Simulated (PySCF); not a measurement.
**Magnetic susceptibility: 1,3-diethynylbenzene, C₁₀H₆**

Geometry (Å), atoms numbered from 1 in this order:
```xyz
16

C     3.409   -1.520    0.353
C     2.390   -0.894    0.251
C     1.192   -0.148    0.132
C     1.228    1.247    0.175
C     0.056    1.971    0.058
C    -1.156    1.325   -0.098
C    -1.200   -0.069   -0.142
C    -2.440   -0.736   -0.301
C    -3.491   -1.300   -0.438
C    -0.024   -0.805   -0.027
H     4.299   -2.069    0.442
H     2.176    1.749    0.300
H     0.090    3.051    0.089
H    -2.073    1.888   -0.188
H    -4.408   -1.795   -0.558
H    -0.057   -1.884   -0.061
```

Computed, not measured: PySCF 2.14.0, GIAO HF/pcSseg-1 magnetisability, rotational g tensor and spin-rotation constants, non-relativistic, gas phase. Geometry: GFN2-xTB.

(1) What are the magnetisability and the molar susceptibility?

(2) Split it along the inertial axes a, b, c into diamagnetic and paramagnetic parts about the centre of mass, with the quadrupole moment.

(3) And the rotational g tensor?

## Answers

(1) Isotropic -1527 × 10⁻³⁰ J/T², or -91.9 × 10⁻⁶ cm³/mol; principal values -2160, -1251, -1169 × 10⁻³⁰ J/T², anisotropy 953 × 10⁻³⁰ J/T² (root of half the summed squared differences of the principal values). The susceptibility is in cgs units.

(2) 
```
axis  χ (10⁻⁶ cm³/mol)  diamagnetic (10⁻⁶ cm³/mol)  paramagnetic (10⁻⁶ cm³/mol)  summed x² of all electrons (Å²)  quadrupole Θ (D Å)
   a             -75.3                      -550.9                        475.5                            308.2               +9.42
   b             -70.4                     -1364.4                       1294.0                            116.4               +5.29
   c            -130.1                     -1801.5                       1671.4                             13.4              -14.71
```
Anisotropies 2χaa − χbb − χcc = +49.8 and 2χbb − χaa − χcc = +64.6 × 10⁻⁶ cm³/mol. Θ is traceless in Buckingham's convention.

(3) 
```tsv
axis	rotational constant (GHz)	g	nuclear part	electronic part
a	2.7366	-0.0342	0.5772	-0.6114
b	0.9204	-0.0126	0.5470	-0.5595
c	0.6888	+0.0137	0.5546	-0.5409
```
Asymmetric top; isotopes 12C, 1H; no vibrational averaging.
